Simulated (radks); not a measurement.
Results of a calculation; reference values are marked as such.
Ionisation of O, [He] 2s2 2p4, to O+, [He] 2s2 2p3, under several functionals. Non-relativistic Kohn-Sham, spin-polarised, spherical densities, point nucleus; open shells are filled with parallel spins first; a radial shooting solver on a logarithmic mesh with Libxc functionals.

functional,E(O) (hartree),Exc (hartree),IE (eV),-e(HOMO) (eV),<r> HOMO (bohr),IE error (eV)
BLYP,-75.07859,-8.41813,13.823,7.238,1.343,+0.204
B86b exchange with PBE correlation,-75.06141,-8.40159,13.726,7.230,1.332,+0.108
MS2 meta-GGA,-75.07860,-8.43031,13.187,6.826,1.348,-0.431
"LDA (Slater exchange, Perdew-Zunger correlation)",-74.52112,-7.82929,13.989,7.486,1.334,+0.371
exchange-only LDA,-73.99189,-7.27640,11.867,5.705,1.379,-1.751

NIST Atomic Spectra Database: 13.618 eV (measured). Closest: B86b exchange with PBE correlation. The Delta-SCF values span 2.12 eV, the total energies 1.09 hartree. The highest occupied level is 2p. Open shells are spherical and high-spin; term and fine-structure splittings are not resolved.
